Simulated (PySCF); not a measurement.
**Spin states and ions at one geometry of [Ta(OH)4]+**

PySCF 2.14.0, RKS PBE, Ta def2-SVP with ECP60, O def2-SVP, H def2-SVP; non-relativistic Hamiltonian with scalar-relativistic core potentials where named; density fitting; no spin-orbit coupling; singlets restricted, open shells unrestricted. The geometry is relaxed for charge +1, singlet, vacuum (a saddle point, kept by symmetry):

```xyz
9

Ta    0.0000    0.0000   -0.2344
O     1.8253   -0.1789    0.2514
H     2.5059    0.3365    0.7274
O     0.1789    1.8253    0.2514
H    -0.3365    2.5059    0.7274
O    -1.8253    0.1789    0.2514
H    -2.5059   -0.3365    0.7274
O    -0.1789   -1.8253    0.2514
H     0.3365   -2.5059    0.7274
```

Energies count from the relaxed state; an electron taken off or put on is at rest in vacuum. Charges and spins are Mulliken's.

```json
{"state": "charge +1, singlet, vacuum", "energy (eV)": "0.00", "spin squared": "0.00", "charge on Ta1 (e)": "1.21", "spin on Ta1 (e)": "0.00", "dipole about the centre of mass (D)": "0.60"}
{"state": "charge +1, triplet, vacuum", "energy (eV)": "2.44", "spin squared": "2.00", "charge on Ta1 (e)": "0.98", "spin on Ta1 (e)": "0.99", "dipole about the centre of mass (D)": "3.01"}
{"state": "charge +2, doublet, vacuum", "energy (eV)": "15.47", "spin squared": "0.75", "charge on Ta1 (e)": "1.49", "spin on Ta1 (e)": "-0.10", "dipole about the centre of mass (D)": "2.18"}
```

Q: What does the state charge 0, doublet, vacuum give?

A: energy (eV) -7.18, spin squared 0.75, charge on Ta1 (e) 0.64, spin on Ta1 (e) 1.08, dipole about the centre of mass (D) 2.32.

With an electron taken off (doublet) the charges change, summed by element, by Ta +0.28 e, O +0.50 e, H +0.23 e. The vertical ionisation energy is 15.47 eV, against −ε(HOMO) = 12.23 eV of the relaxed state. The level lies 3.2 eV too high, as is usual for semilocal functionals and global hybrids, which keep a self-interaction error.

With an electron put on (doublet) the charges change, summed by element, by Ta -0.57 e, O -0.23 e, H -0.20 e. The vertical electron affinity is 7.18 eV, against −ε(LUMO) = 9.99 eV of the relaxed state.

Open shells may have lower solutions than those found.
